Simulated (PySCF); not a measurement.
Ligands exchanged one at a time, Ga F-CH3. Isolated molecules, 0 K electronic values unless said otherwise. Strings in code marks are SMILES.

The S1–T1 gap (TDA) from two functionals at the same geometries (B3LYP-D3(BJ)/def2-TZVP), both in PySCF: PBE-D3(BJ)/def2-TZVP and B3LYP-D3(BJ)/def2-TZVP. B3LYP has the VWN-RPA correlation part, as in Gaussian. Excitations are Tamm–Dancoff values on a coarser integration grid. The basis has no diffuse functions, so Rydberg states are missing or too high.

| species | B3LYP-D3(BJ)/def2-TZVP (eV) |
|---|---|
| 0 of 3 F replaced by CH3 | 0.37 |
| 2 of 3 F replaced by CH3 (`[CH3][Ga]([F])[CH3]`) | 0.29 |
| 3 of 3 F replaced by CH3 (`[CH3][Ga]([CH3])[CH3]`) | 0.29 |

Task: What does PBE-D3(BJ)/def2-TZVP give for each?

Result: 
- 0 of 3 F replaced by CH3: 0.33
- 2 of 3 F replaced by CH3 (`[CH3][Ga]([F])[CH3]`): 0.27
- 3 of 3 F replaced by CH3 (`[CH3][Ga]([CH3])[CH3]`): 0.29
Over these rows, drawn at random from the members with no instability flagged (it was tested for open shells, ions and some series alone), PBE minus B3LYP-D3(BJ): mean -0.02 eV, from -0.04 eV to -0.01 eV.
